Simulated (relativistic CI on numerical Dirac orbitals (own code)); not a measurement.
Radial parameters of Cd33+

These numbers are calculated, not measured: Dirac-Coulomb-Breit CI, separate exchange-only KLI orbitals for each configuration, a model potential for QED, unscaled Slater integrals (own radial code, finite nucleus).

Slater integrals F^k, G^k are unscaled and averaged over j, outside the closed core [Ne]; ζ comes from projecting the Hamiltonian with its Breit term on Σ l·s of the shell.

- 3s2 3p3: F^2(3p,3p) = 319870, ζ(3p) = 248540 cm⁻¹; <r>(3p) = 0.3095, <r^2>(3p) = 0.1105 (bohr units).
- 3s 3p4: F^2(3p,3p) = 319640, G^1(3s,3p) = 403360, ζ(3p) = 248420 cm⁻¹; <r>(3s) = 0.3192, <r^2>(3s) = 0.116, <r>(3p) = 0.3098, <r^2>(3p) = 0.1107 (bohr units).
- 3s2 3p2 3d: F^2(3p,3p) = 319500, ζ(3p) = 248190, F^2(3p,3d) = 321170, G^1(3p,3d) = 338210, G^3(3p,3d) = 227580, ζ(3d) = 31985 cm⁻¹; <r>(3p) = 0.3099, <r^2>(3p) = 0.1108, <r>(3d) = 0.2744, <r^2>(3d) = 0.08696 (bohr units).

Averages of the first 10 configurations, taken without configuration mixing, which lowers the lowest level and can move excited configurations by several eV; other configurations of the list can lie among them:

```tsv
Configuration	Parity	States	Average energy above the lowest level (eV)
3s2 3p3	odd	20	52.4
3s 3p4	even	30	183.0
3s2 3p2 3d	even	150	209.4
3p5	odd	6	327.4
3s 3p3 3d	odd	400	334.1
3p4 3d	even	150	472.6
3s 3p2 3d2	even	1350	490.4
3s2 3p 3d 4p	even	360	1188.2
3p4 4s	even	30	1245.4
3s 3p2 3d 4s	even	600	1255.5
```
